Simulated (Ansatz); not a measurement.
`CC#[N+][Ga-]([OH])([OH])[OH]`, charge 0, multiplicity 1.

(1) Give a relaxed structure at PBE0-D4/def2-TZVP (Ansatz). (An estimate is asked.)

Results:

(1) Computed: 
```xyz
13

C    -2.889    0.364   -0.595
C    -1.487    0.187   -0.306
N    -0.377    0.047   -0.077
Ga    1.695   -0.214    0.349
O     1.596   -1.767    1.257
O     1.974    1.293    1.295
O     2.318   -0.269   -1.340
H    -3.061    0.243   -1.665
H    -3.473   -0.378   -0.049
H    -3.203    1.364   -0.290
H     1.779   -1.645    2.190
H     2.512    1.922    0.811
H     2.616   -1.148   -1.580
```
Point group C3.
This is one stationary point; other conformers may exist.
